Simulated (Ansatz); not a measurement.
Born–Oppenheimer molecular dynamics of BClH$_{2}$OSe (6 atoms, charge 0, multiplicity 1). It starts at the highest image of a converged band. Of that band: The profile has 2 maxima (images 2, 5) with wells between them (image 3): this band takes more than one step, which may be the mechanism or a detour left from its start path. A structure lower than the first end lies on the path between it and the top, so the climb from that side starts below the end, which may itself be a saddle point or a shallow side well. Neighbouring images differ by up to 2.6 eV, so the band resolves the path poorly. A vibrational analysis at the climbing image gives one clearly imaginary mode, 775i cm⁻¹: a first-order saddle point.

Level of theory: RKS B3LYP/def2-SVP in Ansatz 0.2.0.

| Quantity | Value |
| --- | --- |
| ensemble | NVE (velocity Verlet) |
| time step | 0.5 fs |
| steps asked | 200 |
| starting velocities drawn for | 100 K |
| seed | 7793 |

First frame:

```xyz
6
Properties=species:S:1:pos:R:3
O 0.106 2.046 -0.750
Se 0.501 0.478 0.376
B 0.445 -1.454 0.510
Cl -0.080 -2.858 -0.326
H -0.609 1.813 -1.364
H -0.362 -0.026 1.554
```

Q: How far do the bonds stretch over the last three quarters of this one trajectory? (Pairs bonded in most of those frames.)

A: 
```tsv
bond	mean (Å)	spread (Å)	shortest	longest
O1–Se2	1.849	0.051	1.77	1.92
O1–H5	0.973	0.007	0.96	0.98
Se2–B3	1.955	0.095	1.82	2.14
B3–Cl4	1.821	0.117	1.64	2.02
```

Mean temperature of the second half: 3374 K. The conserved energy stayed within 2.9 meV per atom of its start (net change 0.13 meV per atom), so the integration is sound. The system heated up, since it started high on the potential surface and ran downhill. A run of 0.1 ps of so small a system gives no equilibrium averages. The orbitals stay closed-shell, which can raise the energy where a bond breaks towards radicals; this wasn't checked here.

Time of the run: 5.4 min on 2 threads of Arm Neoverse V2, with other jobs on the host, peak memory 0.18 GiB.
